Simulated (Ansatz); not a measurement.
`N=[CH][Al]([SH])[Cl]` + HBr → `[SH][Al]([Cl])[Br]` + `C=N`  (ligand exchange at the Al–C bond)

Program: Ansatz. Geometries: PBE0-D4/def2-TZVP. ΔE: electronic, gas phase. CCSD(T)/CBS adds triple-zeta CCSD(T) − MP2 to the extrapolated MP2 energy (def2 sets, frozen cores). This one scheme is used for every species. Functionals use def2-TZVPP. HSE06 is defined as in plane-wave codes. For Br outer-core shells are correlated without core-valence functions, which leaves a few kJ/mol of doubt a bond. Scalar relativity is left out up to krypton. Each species was taken in one conformer, which may not be the lowest.

`N=[CH][Al]([SH])[Cl]`:

Z-matrix (Å, degrees):
```
C
Al 1 1.968
N 1 1.273 2 122.8
H 1 1.097 2 122.1 3 180.0
Cl 2 2.093 1 123.3 3 -179.7
S 2 2.174 1 116.2 3 0.3
H 3 1.024 1 112.4 2 -0.0
H 6 1.345 2 91.9 1 -179.9
```

HBr:

Z-matrix (Å, degrees):
```
Br
H 1 1.420
```

`[SH][Al]([Cl])[Br]`:

Z-matrix (Å, degrees):
```
Al
S 1 2.159
Br 1 2.238 2 121.4
Cl 1 2.077 2 118.6 3 -180.0
H 2 1.345 1 92.2 3 -0.0
```

`C=N`:

Z-matrix (Å, degrees):
```
C
N 1 1.261
H 1 1.096 2 124.9
H 1 1.092 2 118.8 3 -180.0
H 2 1.021 1 111.0 3 -0.0
```

| level | ΔE (kJ/mol) | difference from CCSD(T)/CBS |
| --- | --- | --- |
| LDA (SPW92) | -150.9 | 17.9 |
| BLYP-D4 | -153.1 | 15.7 |
| r2SCANh-D4 | -168.4 | 0.4 |
| HSE06-D4 | -164.7 | 4.1 |
| B2PLYP | -166.2 | 2.6 |
| revPBE | -157.1 | 11.7 |
| BLYP | -155.0 | 13.8 |
| r2SCAN | -166.6 | 2.2 |
| PBE0 | -165.4 | 3.4 |
| RPA@PBE/def2-TZVPP | -157.9 | 10.9 |
| HF/def2-TZVPP | -185.6 | -16.8 |
| SCS-MP2/def2-TZVPP | -169.2 | -0.4 |
| HF/def2-QZVPP | -185.3 | -16.5 |
| SCS-MP2/def2-QZVPP | -171.7 | -2.9 |
| HF/CBS(def2) | -185.2 | -16.4 |
| MP2/CBS(def2) | -175.3 | -6.5 |
| CCSD(T)/CBS | -168.8 | 0 |

Largest T1 diagnostic among the species: 0.012.

Leaving LDA and LC-ωPBE aside and taking each functional with its dispersion term where it has one, the values, not all of them listed here, spread over 20.4 kJ/mol, from BHLYP-D4 to BLYP-D4. LDA lies +4.7 kJ/mol from PBE without D4. From r2SCAN to r2SCAN0 (25 % exact exchange), in def2-TZVPP and without D4, ΔE moves by −5.8 kJ/mol.
